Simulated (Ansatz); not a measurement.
CH6BNSSi can be A, `C[SiH]1SB1N`, or B, `[SiH3]C1NBS1`.

Computed with Ansatz on PBE0-D4/def2-TZVP structures; ΔE is electronic, products minus reactants. CBS: MP2 limit from def2 TZ/QZ plus the TZ coupled-cluster correction, frozen cores. DFT in def2-TZVPP. B3LYP here is the variant with VWN-RPA as its local correlation; programs differ in this. One conformer a species, not always the lowest.

Q: Which is lower in electronic energy at CCSD(T)/CBS, and by how much? (Estimate.)

A: Computed: A, by 145.3 kJ/mol.

Q: Give E(B) − E(A) in kJ/mol with CCSD(T)/def2-TZVPP, r2SCAN-D4, PBE0-D4, PBE-D4, CCSD/def2-TZVPP, ωB97M-V, B3LYP-D4. (Estimate.)

A: The calculation gave: CCSD(T)/def2-TZVPP 142.5, r2SCAN-D4 163.1, PBE0-D4 155.7, PBE-D4 156.0, CCSD/def2-TZVPP 142.2, ωB97M-V 145.2, B3LYP-D4 146.2. None reverses the order clearly.

Largest T1 diagnostic: 0.014.

In def2-TZVPP, CCSD(T) changes the Hartree–Fock value by +6.1 kJ/mol (the triples alone add +0.4 kJ/mol) and MP2 by +11.2 kJ/mol. The D4 term adds −5.1 kJ/mol with B3LYP and −2.4 kJ/mol with PBE0; it sums over pairs of atoms, weighted by their polarisabilities, and B3LYP, whose exchange is more repulsive, gets the larger term.
